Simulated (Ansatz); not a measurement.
One change: `NC1([SiH3])CO1` becomes `NC1CO1`.

Ansatz, PBE0-D4/def2-TZVP geometries, multiplicity 1. Each molecule was computed in one conformer, which needn't be the lowest.

| property | `NC1([SiH3])CO1` |
| --- | --- |
| ideal-gas entropy at 298 K and 1 bar (rigid rotor, harmonic PBE0-D4/def2-TZVP) / J/(mol·K) | 328 |
| size of the dipole moment (PBE/def2-TZVPP) / D | 1.17 |
| LUMO energy (PBE0/def2-TZVPP) / eV | 0.61 |
| HOMO energy (B3LYP/def2-TZVPP) / eV | -7.14 |
| HOMO–LUMO gap (PBE/def2-TZVPP) / eV | 5.66 |
| LUMO energy (PBE/def2-TZVPP) / eV | -0.21 |

**Question.** What does the change do to each property? (An estimate is asked.)

**Answer.** Computed: 
| property | `NC1CO1` | shift |
| --- | --- | --- |
| ideal-gas entropy at 298 K and 1 bar (rigid rotor, harmonic PBE0-D4/def2-TZVP) / J/(mol·K) | 275 | -53 |
| size of the dipole moment (PBE/def2-TZVPP) / D | 0.93 | -0.24 |
| LUMO energy (PBE0/def2-TZVPP) / eV | 1.29 | 0.68 |
| HOMO energy (B3LYP/def2-TZVPP) / eV | -7.02 | 0.12 |
| HOMO–LUMO gap (PBE/def2-TZVPP) / eV | 6.19 | 0.53 |
| LUMO energy (PBE/def2-TZVPP) / eV | 0.46 | 0.67 |

With PBE0 the HOMO rises by 0.12 eV and the LUMO rises by 0.68 eV, so the gap widens by about 0.56 eV. PBE moves the HOMO by 0.14 eV and ωB97M-V by 0.11 eV. The zero-point energy changes by -37.2 kJ/mol with -9 modes. Dipoles are sizes alone; their direction can turn.

Positive LUMOs are unbound, so they and the gaps depend on the basis.

B3LYP here is the variant with VWN-RPA as its local correlation; programs differ in this.
